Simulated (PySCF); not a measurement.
C6H10AuO2, doublet, at a GFN2-xTB geometry (such geometries of metal compounds can be far from the true shape) (the multiplicity is a formal guess) (core potentials on Au). Base run: DF-M06/def2-SV(P) (PySCF).

The PySCF input:
```python
from pyscf import gto, scf, dft

mol = gto.Mole()
mol.atom = '''
    Au    0.58540392    0.71567390    0.30453152
    C     1.61447509    2.27092347   -0.50619881
    H     2.67736973    2.15567797   -0.32622369
    H     1.28954598    3.20838214   -0.06913055
    H     1.45031409    2.31516866   -1.57461821
    C    -1.62282724   -1.51590484   -2.91002848
    C    -1.08852668   -1.10420628   -1.54990003
    C    -1.48741390   -1.88630785   -0.47297465
    C    -1.14008858   -1.72629964    0.87432530
    C    -1.73091835   -2.73766351    1.83190187
    O    -0.39947080   -0.84348800    1.37320642
    O    -0.33830359   -0.09323380   -1.55714723
    H    -2.71004235   -1.50868425   -2.89587622
    H    -1.26299181   -0.82417514   -3.66627369
    H    -1.28367242   -2.52176866   -3.14642573
    H    -2.14156127   -2.71500394   -0.69844434
    H    -1.38998127   -2.52650922    2.84167846
    H    -2.81709013   -2.68890530    1.79853208
    H    -1.42480665   -3.74189381    1.54756690
'''
mol.basis = 'def2-sv(p)'
mol.ecp = {'Au': 'def2-sv(p)'}
mol.spin = 1
mol.verbose = 4
mol.build()

mf = dft.UKS(mol)
mf.xc = 'm06'
mf = mf.density_fit(auxbasis='def2-universal-jkfit')
mf.kernel()
mf.analyze()
```

Variants of this job, named by their change:

```
change                                     ΔE vs base (mEh)  grid points  electrons on the grid                outcome
-----------------------------------------  ----------------  -----------  ---------------------  ---------------------
base                                                  0.000       235264               80.99998              converged
grids.atom_grid = (150, 974)                              -            -                      -  cut at the time limit
grids.radi_method = mura_knowles                     -0.006       221616               80.99998              converged
grids.level = 0                                       133.6        18152               80.97433              converged
grids.becke_scheme = stratmann                        0.000       235264               80.99997              converged
grids.level = 5                                      -0.003       630584               81.00000              converged
grids.level = 4                                      -0.011       420280               81.00000              converged
grids.radi_method = delley                           -0.009       248376               80.99998              converged
grids.level = 7                                      -0.004      1293440               81.00000              converged
grids.atom_grid = (75, 302)                          -0.175       275120               80.99995              converged
grids.prune = dft.gen_grid.treutler_prune            -0.287       204664               80.99997              converged
```

Open shells are given as the SCF converged; they aren't shown to be the lowest states, and a large step between rows can be another state.
